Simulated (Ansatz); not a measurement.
Mulliken charges of `O[SiH2][SeH]` from B3LYP/def2-TZVPP in Ansatz (PBE0-D4/def2-TZVP geometry).

```json
{"atom": "O1", "x (Å)": "-1.543", "y (Å)": "-0.124", "z (Å)": "-0.496", "charge (e)": "-0.379"}
{"atom": "Si2", "x (Å)": "-0.159", "y (Å)": "0.528", "z (Å)": "0.098", "charge (e)": "0.474"}
{"atom": "Se3", "x (Å)": "1.155", "y (Å)": "-0.980", "z (Å)": "1.197", "charge (e)": "-0.197"}
{"atom": "H4", "x (Å)": "-1.478", "y (Å)": "-0.957", "z (Å)": "-0.965", "charge (e)": "0.187"}
{"atom": "H5", "x (Å)": "0.679", "y (Å)": "1.119", "z (Å)": "-0.975", "charge (e)": "-0.080"}
{"atom": "H6", "x (Å)": "-0.594", "y (Å)": "1.544", "z (Å)": "1.078", "charge (e)": "-0.061"}
{"atom": "H7", "x (Å)": "2.001", "y (Å)": "-1.198", "z (Å)": "0.017", "charge (e)": "0.056"}
```

Task: By hand: the dipole of these point charges (1 e Å = 4.8032 D).

Result: Σ q r = (0.099, 0.061, -0.169) e Å, of length 0.205 e Å = 0.98 D.

Task: How does the dipole of the full density compare? (Best estimate.)

Result: The calculation gave: (0.089, -0.130, -0.262) e Å, 1.47 D; the point charges give 0.67 times that, at 44° from its direction.

Point charges leave out the atoms' own dipoles, such as those of lone pairs, and Mulliken's split depends on the basis, so the two needn't agree.

B3LYP here is the variant with VWN-RPA as its local correlation; programs differ in this.
